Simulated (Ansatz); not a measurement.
PBE exchange is replaced step by step with exact exchange (0 % is PBE, 25 % PBE0; no dispersion term), basis def2-TZVP, Ansatz. System: Mn(NH2)2 (MnN2H4). Total charge 0; sextet. Geometry: r2SCAN-D4/def2-TZVP, each spin state at its own.

Left out: 35, 50 %, where a state is spin-contaminated, unstable or flagged.

Geometry of the sextet:

```xyz
7

Mn   -0.002   -0.001    0.002
N    -1.064   -0.428   -1.494
H    -1.419   -1.345   -1.730
H    -1.381    0.218   -2.204
N     1.063    0.427    1.495
H     0.728    0.712    2.405
H     2.074    0.418    1.526
```

At PBE with 5 % exact exchange/def2-TZVP, PBE with 10 % exact exchange/def2-TZVP, PBE with 15 % exact exchange/def2-TZVP, PBE0-D4/def2-TZVP the charge 0 quartet is spin-contaminated (final ⟨S²⟩ up to 4.04, 3.75 for a pure state).

HOMO and LUMO are taken over both spins.

```csv
exact exchange (%),HOMO (eV),LUMO (eV),gap (eV),⟨S²⟩,quartet − sextet (kJ/mol)
0,-4.49,-2.78,1.72,8.763,79.5
5,-4.82,-2.52,2.30,8.764,94.3
10,-5.12,-2.26,2.86,8.764,109.3
15,-5.42,-2.01,3.41,8.765,124.4
```

(1) Fit a straight line to the column «quartet − sextet (kJ/mol)» against the share of exact exchange and predict its value at 25 %.

## Answers

(1) With x = exact exchange (%) and y = quartet − sextet (kJ/mol): mean x = 7.5, mean y = 101.9; Σ(x − x̄)(y − ȳ) = 374.3, Σ(x − x̄)² = 125; slope b = 2.994, intercept a = ȳ − b·x̄ = 79.45. The residuals of the fitted rows reach 0.1. At x = 25 the line gives 79.45 + (2.994 × 25) = 154.3; the run gave 155.1, 0.8 more than the line.
